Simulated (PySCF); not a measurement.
Excitation energy of V by level of theory

V [Ar] 3d3 4s2 (4F) → V [Ar] 3d3 4s1 5s1 (6F), as a difference of total energies. Computed with PySCF 2.14 in x2c-TZVPPall with one added diffuse shell each of s, p, d, f type (7s6p5d3f1g, 80 functions), with scalar relativity by spin-free X2C-1e. Correlated levels: valence: [Ar] frozen. The calculations carry no spin-orbit coupling.

```csv
method,excitation energy (eV)
UHF,3.476
MP2 (valence),4.266
SCS-MP2 (valence),4.507
CCSD (valence),4.457
CCSD(T) (valence),4.514
```

Q: How much does correlation contribute at CCSD(T) (valence)?

A: 4.514 − (3.476) = 1.038 eV, measured against UHF.

The promoted electron is Rydberg-like, and one or two diffuse shells describe it only roughly, which tends to raise the upper state.
